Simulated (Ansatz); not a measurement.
Molecule: MoO2 (charge 0, triplet). The spin state was set by rule; other spins were not relaxed. SMILES: [O]=[Mo]=[O]
Structure (B3LYP-D3(BJ)/def2-TZVP (Ansatz, a quantum-chemistry and plane-wave program) minimum search):
```xyz
3

Mo     0.1535    -0.1264     0.1567
O      0.6896     0.5548    -1.3018
O     -1.4954     0.1088     0.4794
```
Charge 0, spin multiplicity 3.

Parts of the frozen-core correlation energy in def2-TZVPPD (Ansatz, hartree). Frozen orbitals: 6; correlated occupied orbitals by spin: 10 and 8; virtual: 120 and 122. UHF or UKS for open shells. Spin-orbit coupling is left out. Past Kr the def2 sets carry scalar-relativistic core potentials.

```tsv
term	value
reference (HF)	-217.30157
MP2 opposite-spin	-0.50083
MP2 same-spin	[?]
CCSD correlation	[?]
(T)	[?]
T1 diagnostic	0.045
largest doubles amplitude	0.059
<S^2> of the reference	2.114
```

**Question.** Complete the blanks.

**Answer.** 
- MP2 same-spin, value: -0.22765
- CCSD correlation, value: -0.67532
- (T), value: -0.05185
